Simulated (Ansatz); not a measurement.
Coupled-cluster diagnostics for Ag(PH3)Cl (AgPH₃Cl), Ansatz.

Geometry of the singlet (PBE0-D4/def2-TZVP):

```
atom    x (Å)    y (Å)    z (Å)
 Ag1   0.1231   1.3122   0.7243
  P2  -0.0635  -0.7067  -0.3879
  H3   0.5032  -1.8615   0.1857
  H4   0.4837  -0.8289  -1.6799
  H5  -1.3468  -1.2199  -0.6587
 Cl6   0.3003   3.3048   1.8165
```

In the def2 sets Ag takes a core potential; there is no spin–orbit coupling. Correlated methods freeze 10 core orbitals; core or outer-core shells of Ag are correlated, in sets that lack core-valence functions.

Q: Estimate the CCSD(T) correlation energy, the shares of MP2 and (T), T1 and the reference's ⟨S²⟩ for: charge 0, singlet, own geometry in def2-TZVPP; and the rough time on 4 threads of Arm Neoverse V2 on a shared host.

A: 
| state | basis | correlation (eV) | MP2 share (%) | (T) share (%) | T1 | ⟨S²⟩ (pure) | wall time |
| --- | --- | --- | --- | --- | --- | --- | --- |
| charge 0, singlet, own geometry | def2-TZVPP | -29.729 | 96.7 | 3.5 | 0.015 | 0.00 (0.00) | 41 s |
Customary marks for T1 are 0.02 (closed shells), 0.045 (open shells) and about 0.05 (3d metals). T1 stays under 0.02 throughout.
